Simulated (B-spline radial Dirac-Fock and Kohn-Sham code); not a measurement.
Radiative decay of the 2p1/2 hole in Xe

System: atomic xenon in the configuration [Kr] 4d10 5s2 5p6.

Input file task.json (cfg lists n, l and occupation; rrms is the nuclear radius in fm):

```json
{"items": [{
  "Z": 54,
  "q": 0,
  "cfg": [[1, 0, 2], [2, 0, 2], [2, 1, 6], [3, 0, 2], [3, 1, 6], [3, 2, 10], [4, 0, 2], [4, 1, 6], [4, 2, 10], [5, 0, 2], [5, 1, 6]],
  "A": 132,
  "rrms": 4.7859,
  "do": ["binding", "quiet", "decay"],
  "holes": ["K", "L1", "L2", "L3", "M1", "M2", "M3", "M4", "M5", "N1", "N2", "N3", "N4", "N5"]
}]}
```

Launch: `python xray_run.py task.json out`

Level of theory: independent-particle rates on relativistic LDA orbitals of the hole state (multipoles up to L = 3, Coulomb Auger matrix elements, transition energies from Dirac-Fock); a radial B-spline solver.

```tsv
line	multipole	energy (eV)	rate (s⁻¹)	share (%)	tabulated share (%)
L2-M1	E1	3956.2	9.46e+12	2.24	2.37
L2-M3	E2	4164.3	1.48e+11	0.0350	–
L2-M4	E1	4418.4	3.56e+14	84.4	84.4
L2-N1	E1	4885.0	2.14e+12	0.508	0.522
L2-N4	E1	5039.1	5.37e+13	12.7	12.6
L2-O1	E1	5081.2	3.38e+11	0.0801	–
```

The listed lines hold 100.0 % of the radiative rate. The radiative width is 0.278 eV in the length form and 0.283 eV in the velocity form; the two differ because the transition energies are not eigenvalue differences of the potential that gave the orbitals. Tabulated shares: Scofield radiative rates as tabulated in xraylib 4.2.

Values without a named source are computed, but for edge energies of neutral atoms, which are taken from tables.
